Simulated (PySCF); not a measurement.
Cl₂GeI₂. Atoms are numbered in the order given.

```xyz
5

Cl     0.0000     1.7445     1.9011
Ge     0.0000     0.0000     0.6202
Cl     0.0000    -1.7445     1.9011
I     -2.0842     0.0000    -0.7970
I      2.0842     0.0000    -0.7970
```

Geometry optimised at PBE-D3(BJ)/def2-SVP. The def2 effective core potentials stand for the cores of I; spin–orbit coupling is left out.

Method: PBE/def2-TZVP (PySCF).

Gas-phase values at a fixed geometry.

The total energy comes out as -3592.31181 hartree and the point group is C2v. The highest occupied level comes out as -6.94 eV. The lowest empty level comes out as -4.04 eV, the orbital gap is 2.90 eV and the dipole moment is 1.11 D. The quadrupole, principal values (traceless, Buckingham form, about the centre of nuclear charge) is -3.73, -1.63, 5.36 D·Å. The mean static polarisability is 123.0 bohr³ (18.23 Å³) and the polarisability, principal values is 103.5, 119.1, 146.4 bohr³.
